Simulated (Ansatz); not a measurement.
Reaction (formal exchange of groups at a B–O bond): `BOCC` + `COC(=N)Cl` → `BOC(=N)Cl` + `CCOC`

Program: Ansatz. Geometries: PBE0-D4/def2-TZVP. ΔE: electronic, gas phase. CBS: MP2 limit from def2 TZ/QZ plus the TZ coupled-cluster correction, frozen cores. DFT in def2-TZVPP. B3LYP here is the variant with VWN-RPA as its local correlation; programs differ in this. Each species was taken in one conformer, which may not be the lowest.

| level | ΔE (kJ/mol) | difference from CCSD(T)/CBS |
| --- | --- | --- |
| revPBE-D4 | 30.3 | 1.9 |
| B3LYP-D4 | 29.1 | 0.7 |
| BHLYP-D4 | 27.0 | -1.4 |
| CAM-B3LYP-D4 | 29.2 | 0.8 |
| B2PLYP | 29.4 | 1.0 |
| PBE-QIDH | 29.3 | 0.9 |
| PBE | 31.5 | 3.1 |
| revPBE | 30.0 | 1.6 |
| BLYP | 29.9 | 1.5 |
| r2SCANh | 30.5 | 2.1 |
| r2SCAN0 | 29.5 | 1.1 |
| CAM-B3LYP | 29.0 | 0.6 |
| LC-ωPBE | 29.8 | 1.4 |
| CCSD(T)/def2-SVP | 27.2 | -1.2 |
| SCS-MP2/def2-TZVPP | 27.8 | -0.6 |
| CCSD/CBS(def2) | 26.9 | -1.5 |
| CCSD(T)/CBS | 28.4 | 0 |

Largest T1 diagnostic among the species: 0.014.

From BLYP to BHLYP (50 % exact exchange), in def2-TZVPP and without D4, ΔE moves by −3.1 kJ/mol. Leaving LDA and LC-ωPBE aside and taking each functional with its dispersion term where it has one, the values, not all of them listed here, spread over 4.6 kJ/mol, from BHLYP-D4 to PBE-D4. LDA lies +3.6 kJ/mol from PBE without D4.
